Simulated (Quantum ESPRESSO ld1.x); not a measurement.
Ce VIII, configuration [Kr] 4d10 5s2 5p3 (the NIST ground configuration). Method: Dirac Kohn-Sham, relativistic LDA (MacDonald-Vosko exchange, VWN5 correlation), spin-unpolarised, spherical densities, point nucleus; open shells are shared between the two j in proportion to 2j + 1; computed with ld1.x of Quantum ESPRESSO 7.5.

Unscreened Slater integrals over Kohn-Sham orbitals (eV). Large and small components are both included. Empty in this configuration: 4f5/2, 4f7/2, 6s1/2.

| integral | value |
|---|---|
| F0(6s1/2,6s1/2) | 9.3471 |
| F0(6s1/2,4f7/2) | 12.039 |
| G3(6s1/2,4f7/2) | 0.73400 |
| F0(6s1/2,4f5/2) | 12.046 |
| G3(6s1/2,4f5/2) | 0.73035 |
| F0(6s1/2,5p3/2) | 11.039 |
| G1(6s1/2,5p3/2) | 1.1731 |
| F0(6s1/2,5p1/2) | 11.116 |
| G1(6s1/2,5p1/2) | 1.1097 |
| F0(4f7/2,4f7/2) | 27.581 |
| F2(4f7/2,4f7/2) | 13.490 |
| F4(4f7/2,4f7/2) | 8.5418 |
| F6(4f7/2,4f7/2) | 6.1676 |
| F0(4f7/2,4f5/2) | 27.655 |
| F2(4f7/2,4f5/2) | 13.523 |
| F4(4f7/2,4f5/2) | 8.5619 |
| G2(4f7/2,4f5/2) | 13.501 |
| G4(4f7/2,4f5/2) | 8.5486 |
| G6(4f7/2,4f5/2) | 6.1726 |
| F0(4f7/2,5p3/2) | 18.682 |
| F2(4f7/2,5p3/2) | 6.9419 |
| G2(4f7/2,5p3/2) | 3.3282 |
| G4(4f7/2,5p3/2) | 2.7098 |
| F0(4f7/2,5p1/2) | 19.183 |
| G4(4f7/2,5p1/2) | 2.9687 |
| F0(4f5/2,4f5/2) | 27.731 |
| F2(4f5/2,4f5/2) | 13.556 |
| F4(4f5/2,4f5/2) | 8.5826 |
| F0(4f5/2,5p3/2) | 18.702 |
| F2(4f5/2,5p3/2) | 6.9180 |
| G2(4f5/2,5p3/2) | 3.2939 |
| G4(4f5/2,5p3/2) | 2.6860 |
| F0(4f5/2,5p1/2) | 19.205 |
| G2(4f5/2,5p1/2) | 3.6630 |
| F0(5p3/2,5p3/2) | 15.789 |
| F2(5p3/2,5p3/2) | 8.6086 |
| F0(5p3/2,5p1/2) | 16.047 |
| G2(5p3/2,5p1/2) | 8.6939 |
| F0(5p1/2,5p1/2) | 16.325 |
